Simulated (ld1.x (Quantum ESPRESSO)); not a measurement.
# Logarithmic derivatives: Tb, PAW

terbium, PAW, made with ld1.x (Quantum ESPRESSO) 7.5 (PW91, scalar-relativistic). Core [Kr] 4d10, reference 4f9 5s2 5p6 5d0 6s2 6p0. Waves: 5s (bound): rcut 1.70, rcutus 1.90 bohr; 6s (bound): rcut 1.70, rcutus 1.90 bohr; 5p (bound): rcut 2.50, rcutus 3.10 bohr; 6p (bound, empty): rcut 2.50, rcutus 3.10 bohr; 5d (bound, empty): rcut 3.05, rcutus 3.30 bohr; 5d channel at 0.5 Ry: rcut 3.05, rcutus 3.30 bohr; 4f (bound): rcut 1.10, rcutus 1.50 bohr; 4f channel at 1.9 Ry: rcut 1.10, rcutus 1.50 bohr. Local part: all-electron potential smoothed inside 3.05 bohr (lloc = -1). Core correction: Bessel-smoothed model core inside 1.55 bohr. Augmentation charge: PSQ, inside the norm-conserving radii.

The phase is arctan(r·u′/u) with u = r·R(r), unwrapped; energies in Ry, scanned from -5 to 5 Ry. A pole is an energy at which the radial function vanishes at the test radius. The pseudo phase is shifted by a multiple of π to meet the all-electron one at the reference energy, and phase errors are pseudo minus all-electron; the curves can meet again beyond the range given. Levels narrower than the energy grid can be missing from the lists of poles.

Task: For each channel, where are the poles, and over which energies does the pseudopotential scatter like the atom?

Result:

```csv
channel,radius (bohr),reference energy (Ry),"poles, all-electron","poles, pseudo",unbroken range about the reference energy with phases within 0.05 rad,phase error 1 Ry above the reference energy (rad)
s,3.60,-0.28,"-3.49, 0.94","-3.49, 0.94",below 2.7,-0.000
p,3.60,-0.09,"-1.80, 1.85","-1.80, 1.54",below 1.5,-0.034
d,3.60,-0.10,"0.29, 3.57","0.29, 3.50",the whole range,-0.000
f,3.60,-0.23,"-0.21, 2.35","-0.21, 2.35",below 3.7,+0.002
```

Phases in the p channel:

```json
{"E (Ry)": "-5.00", "all-electron": "1.441", "pseudo": "1.440"}
{"E (Ry)": "-4.74", "all-electron": "1.437", "pseudo": "1.437"}
{"E (Ry)": "-4.48", "all-electron": "1.433", "pseudo": "1.432"}
{"E (Ry)": "-4.22", "all-electron": "1.428", "pseudo": "1.427"}
{"E (Ry)": "-3.96", "all-electron": "1.423", "pseudo": "1.422"}
{"E (Ry)": "-3.70", "all-electron": "1.416", "pseudo": "1.416"}
{"E (Ry)": "-3.44", "all-electron": "1.409", "pseudo": "1.409"}
{"E (Ry)": "-3.18", "all-electron": "1.401", "pseudo": "1.401"}
{"E (Ry)": "-2.92", "all-electron": "1.391", "pseudo": "1.391"}
{"E (Ry)": "-2.66", "all-electron": "1.379", "pseudo": "1.378"}
{"E (Ry)": "-2.40", "all-electron": "1.362", "pseudo": "1.361"}
{"E (Ry)": "-2.14", "all-electron": "1.328", "pseudo": "1.327"}
{"E (Ry)": "-1.88", "all-electron": "0.885", "pseudo": "0.880"}
{"E (Ry)": "-1.62", "all-electron": "-1.747", "pseudo": "-1.748"}
{"E (Ry)": "-1.36", "all-electron": "-1.798", "pseudo": "-1.799"}
{"E (Ry)": "-1.10", "all-electron": "-1.837", "pseudo": "-1.839"}
{"E (Ry)": "-0.84", "all-electron": "-1.885", "pseudo": "-1.886"}
{"E (Ry)": "-0.58", "all-electron": "-1.953", "pseudo": "-1.955"}
{"E (Ry)": "-0.32", "all-electron": "-2.069", "pseudo": "-2.070"}
{"E (Ry)": "-0.06", "all-electron": "-2.308", "pseudo": "-2.308"}
{"E (Ry)": "0.20", "all-electron": "-2.917", "pseudo": "-2.927"}
{"E (Ry)": "0.46", "all-electron": "-3.854", "pseudo": "-3.886"}
{"E (Ry)": "0.72", "all-electron": "-4.305", "pseudo": "-4.338"}
{"E (Ry)": "0.98", "all-electron": "-4.492", "pseudo": "-4.526"}
{"E (Ry)": "1.24", "all-electron": "-4.590", "pseudo": "-4.630"}
{"E (Ry)": "1.50", "all-electron": "-4.653", "pseudo": "-4.703"}
{"E (Ry)": "1.76", "all-electron": "-4.698", "pseudo": "-4.767"}
{"E (Ry)": "2.02", "all-electron": "-4.735", "pseudo": "-4.838"}
{"E (Ry)": "2.28", "all-electron": "-4.769", "pseudo": "-4.940"}
{"E (Ry)": "2.54", "all-electron": "-4.803", "pseudo": "-5.157"}
{"E (Ry)": "2.80", "all-electron": "-4.841", "pseudo": "-5.960"}
{"E (Ry)": "3.06", "all-electron": "-4.888", "pseudo": "-7.201"}
{"E (Ry)": "3.32", "all-electron": "-4.954", "pseudo": "-7.533"}
{"E (Ry)": "3.58", "all-electron": "-5.067", "pseudo": "-7.653"}
{"E (Ry)": "3.84", "all-electron": "-5.311", "pseudo": "-7.716"}
{"E (Ry)": "4.10", "all-electron": "-6.027", "pseudo": "-7.756"}
{"E (Ry)": "4.36", "all-electron": "-7.056", "pseudo": "-7.784"}
{"E (Ry)": "4.62", "all-electron": "-7.444", "pseudo": "-7.805"}
{"E (Ry)": "4.88", "all-electron": "-7.596", "pseudo": "-7.823"}
```
